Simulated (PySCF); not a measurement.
**Polarisability and C₆ of Ir⁺ (iridium, charge +1)**

[Xe] 4f14 5d7 6s1, high-spin 5F determinant. All numbers are calculated (PySCF 2.14, scalar relativity by spin-free X2C-1e, in x2c-TZVPPall with one added diffuse shell each of s, p, d, f type (12s8p8d4f1g, 113 functions)). Coupled (time-dependent) response in atomic units; α is the mean over directions.

```json
{"method": "PBE", "mean α (bohr³)": "24.71", "C₆ (like pair)": "202.7", "S(−4)": "218.8"}
```

S(−4) is the Cauchy moment in α(ω) = α(0) + S(−4) ω² + …

Spin-orbit coupling is absent.

α(iu) at PBE:

| u (hartree) | α(iu) (bohr³) |
| --- | --- |
| 0 | 24.71 |
| 0.0500 | 24.18 |
| 0.100 | 22.77 |
| 0.200 | 18.88 |
| 0.300 | 15.29 |
| 0.500 | 10.53 |
| 0.750 | 7.322 |
| 1.00 | 5.481 |
| 1.50 | 3.474 |
| 2.00 | 2.418 |
| 3.00 | 1.368 |
| 5.00 | 0.6111 |

For an ion, C₆ is the dispersion term alone; charge-induced terms of lower order in 1/R come first.

Spin-orbit coupling, absent here, splits the open shell strongly.
